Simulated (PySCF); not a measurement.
ECD: `InChI=1S/C5H6FNO/c6-4-1-5(2-7)8-3-4/h4-5H,1,3H2/t4-,5-/m0/s1`

Molfile (atoms numbered from 1):
```
C5H6FNO
     RDKit          3D

 14 14  0  0  0  0  0  0  0  0999 V2000
    2.4042    1.5222   -0.9548 N   0  0  0  0  0  0  0  0  0  0  0  0
    1.7728    0.9330   -0.2075 C   0  0  0  0  0  0  0  0  0  0  0  0
    0.9392    0.1955    0.7336 C   0  0  2  0  0  0  0  0  0  0  0  0
    0.3744   -1.0804    0.0720 C   0  0  0  0  0  0  0  0  0  0  0  0
   -0.9940   -0.6249   -0.4512 C   0  0  2  0  0  0  0  0  0  0  0  0
   -1.0135   -0.5997   -1.8257 F   0  0  0  0  0  0  0  0  0  0  0  0
   -1.1577    0.8035    0.1053 C   0  0  0  0  0  0  0  0  0  0  0  0
   -0.1933    0.9498    1.1215 O   0  0  0  0  0  0  0  0  0  0  0  0
    1.5254   -0.0060    1.6365 H   0  0  0  0  0  0  0  0  0  0  0  0
    0.2640   -1.8720    0.8107 H   0  0  0  0  0  0  0  0  0  0  0  0
    1.0001   -1.4333   -0.7468 H   0  0  0  0  0  0  0  0  0  0  0  0
   -1.8050   -1.2958   -0.1531 H   0  0  0  0  0  0  0  0  0  0  0  0
   -0.9826    1.5165   -0.7124 H   0  0  0  0  0  0  0  0  0  0  0  0
   -2.1347    0.9913    0.5500 H   0  0  0  0  0  0  0  0  0  0  0  0
  1  2  3  0
  2  3  1  0
  3  4  1  0
  4  5  1  0
  5  6  1  0
  5  7  1  0
  7  8  1  0
  8  3  1  0
  3  9  1  1
  4 10  1  0
  4 11  1  0
  5 12  1  1
  7 13  1  0
  7 14  1  0
M  END
```

The calculation used TDDFT B3LYP/def2-SVPD circular dichroism and optical rotation, one conformer, gas phase in PySCF. Geometry: GFN2-xTB.

States above about 8.4 eV (minus the energy of the highest occupied orbital) lie near or above the ionisation threshold and depend on the basis.

Problem. What are the CIP labels of the stereocentres?

Solution. C3 S, C5 S.

Problem. List the lowest 16 singlet excitations with oscillator and rotatory strengths.

Solution. Rotatory strengths R in 10⁻⁴⁰ esu² cm², velocity form and length form (origin at the centre of mass); f in length form.
| state | E (eV) | λ (nm) | f | R (velocity) | R (length) | main |
| --- | --- | --- | --- | --- | --- | --- |
| 1 | 6.89 | 180 | 0.005 | -3.7 | -4.2 | HOMO→LUMO 0.94 |
| 2 | 7.37 | 168 | 0.004 | -8.0 | -8.1 | HOMO→LUMO+1 0.87 |
| 3 | 7.44 | 167 | 0.001 | +1.8 | +1.7 | HOMO−1→LUMO 0.57, HOMO−1→LUMO+1 0.14 |
| 4 | 7.80 | 159 | 0.006 | -6.9 | -6.4 | HOMO→LUMO+2 0.92 |
| 5 | 7.91 | 157 | 0.005 | -6.8 | -6.9 | HOMO−1→LUMO+1 0.25, HOMO−3→LUMO 0.17 |
| 6 | 8.11 | 153 | 0.004 | +3.9 | +4.4 | HOMO→LUMO+3 0.73 |
| 7 | 8.19 | 151 | 0.004 | +1.5 | +2.3 | HOMO−2→LUMO 0.52, HOMO−3→LUMO 0.23 |
| 8 | 8.22 | 151 | 0.0006 | -1.0 | -0.9 | HOMO−3→LUMO+1 0.30, HOMO→LUMO+3 0.18 |
| 9 | 8.48 | 146 | 0.011 | +2.7 | +2.7 | HOMO−1→LUMO+1 0.33, HOMO−2→LUMO+1 0.19 |
| 10 | 8.60 | 144 | 0.004 | -0.5 | -0.7 | HOMO−1→LUMO+2 0.29, HOMO−2→LUMO+1 0.26 |
| 11 | 8.64 | 143 | 0.007 | -7.0 | -6.4 | HOMO→LUMO+4 0.62, HOMO→LUMO+5 0.18 |
| 12 | 8.70 | 143 | 0.020 | -5.4 | -4.8 | HOMO→LUMO+5 0.69, HOMO→LUMO+4 0.16 |
| 13 | 8.77 | 141 | 0.014 | +19.7 | +19.4 | HOMO−1→LUMO+2 0.31, HOMO−4→LUMO 0.31 |
| 14 | 8.81 | 141 | 0.032 | -27.2 | -26.3 | HOMO−5→LUMO 0.31, HOMO−4→LUMO 0.24 |
| 15 | 8.91 | 139 | 0.004 | -1.6 | -0.5 | HOMO→LUMO+6 0.78 |
| 16 | 8.97 | 138 | 0.018 | +6.4 | +6.1 | HOMO−5→LUMO 0.43, HOMO−4→LUMO 0.18 |

Among the states computed, the strongest CD band (largest |R|) is state 14. The largest dissymmetry factor in size, g = 4R/(D+G), with D and G the electric and magnetic dipole strengths, is -0.021 for state 2 (velocity form, f = 0.004), among bands with |R| over 0.5. The mirror image has the same energies and oscillator strengths and all R with the opposite sign.
